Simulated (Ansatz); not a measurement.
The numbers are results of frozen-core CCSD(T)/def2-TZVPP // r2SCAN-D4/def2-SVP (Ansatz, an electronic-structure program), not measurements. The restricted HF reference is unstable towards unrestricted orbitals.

Ansatz 0.2 input:
```yaml
crystal:
  periodic: [false, false, false]
  atoms:
    - { symbol: V, position_ang: [-0.124212, -0.062406, 0.08814] }
    - { symbol: F, position_ang: [-0.738313, -1.494501, -0.811641] }
    - { symbol: N, position_ang: [-0.128148, -0.61289, 1.820779] }
    - { symbol: H, position_ang: [0.62154, -1.165948, 2.232572] }
    - { symbol: H, position_ang: [-0.957455, -0.594421, 2.411868] }
    - { symbol: N, position_ang: [1.455885, -0.458995, -0.814715] }
    - { symbol: H, position_ang: [2.23336, 0.182111, -0.945345] }
    - { symbol: H, position_ang: [1.417768, -1.182883, -1.531553] }
    - { symbol: N, position_ang: [0.527493, 1.653001, 0.419677] }
    - { symbol: H, position_ang: [0.756298, 1.984428, 1.354149] }
    - { symbol: H, position_ang: [0.707383, 2.376933, -0.275534] }
    - { symbol: N, position_ang: [-1.737497, 0.688655, -0.461579] }
    - { symbol: H, position_ang: [-1.94526, 1.683155, -0.480307] }
    - { symbol: H, position_ang: [-2.303283, 0.155451, -1.12102] }
basis:
  gaussian: { orbitals: def2-TZVPP }
correlation:
  method: ccsd_t
```

Output:

```
Functional definition: HF
2045 factors; integrals over basis functions are off by at most 9.8e-4 eV
mean field evaluation 1: about -34402.0444 eV, gradient 9.6e1 eV
mean field evaluation 2: about -34402.2845 eV, gradient 9.6e1 eV
mean field evaluation 4: about -34417.5429 eV, gradient 2.4e1 eV
mean field evaluation 8: about -34418.6646 eV, gradient 1.8e0 eV
mean field evaluation 16: about -34418.6953 eV, gradient 4.0e-5 eV
mean field evaluation 32: about -34417.8801 eV, gradient 1.9e1 eV
mean field evaluation 64: about -34410.7340 eV, gradient 2.1e0 eV
mean field evaluation 96: about -34408.9874 eV, gradient 8.6e-1 eV
mean field evaluation 128: about -34410.0823 eV, gradient 2.3e0 eV
mean field -34418.69532091 eV, -1264.8637232137 hartree, gradient 2.9e-6 eV, S^2 0.000000; 1 other end points of the search recorded, 0 dependent functions left out; unrestricted orbitals would lower it
10 core orbitals not correlated
reference -34418.69532091 eV, -1264.8637232137 hartree; 24, 24 occupied and 297, 297 virtual orbitals, 2045 factors
second order -48.66000117 eV of doubles, -0.00000000 eV of singles
cycle   1  -43.24664840 eV  change     5.4e0 eV  update   4.9e-1
cycle   2  -46.64654716 eV  change    -3.4e0 eV  update   5.5e-1
cycle   3  -47.14414393 eV  change   -5.0e-1 eV  update   1.1e-1
cycle   4  -47.27230964 eV  change   -1.3e-1 eV  update   7.3e-2
cycle   5  -47.22346735 eV  change    4.9e-2 eV  update   3.7e-2
cycle   6  -47.22022396 eV  change    3.2e-3 eV  update   1.6e-2
cycle   7  -47.22663768 eV  change   -6.4e-3 eV  update   1.1e-2
cycle   8  -47.22767973 eV  change   -1.0e-3 eV  update   5.6e-3
cycle   9  -47.22774438 eV  change   -6.5e-5 eV  update   2.5e-3
cycle  10  -47.23005010 eV  change   -2.3e-3 eV  update   1.4e-3
cycle  11  -47.23127970 eV  change   -1.2e-3 eV  update   8.3e-4
cycle  12  -47.23005194 eV  change    1.2e-3 eV  update   4.8e-4
cycle  13  -47.22956582 eV  change    4.9e-4 eV  update   2.5e-4
cycle  14  -47.22985568 eV  change   -2.9e-4 eV  update   1.4e-4
cycle  15  -47.22963998 eV  change    2.2e-4 eV  update   7.2e-5
cycle  16  -47.22963883 eV  change    1.1e-6 eV  update   4.9e-5
perturbative correction -3.03533979 eV, -0.1115466798 hartree
Total energy: -34468.96029953 eV, -1266.7109271071 hartree
```

Cost: around 60 core-minutes (rough).
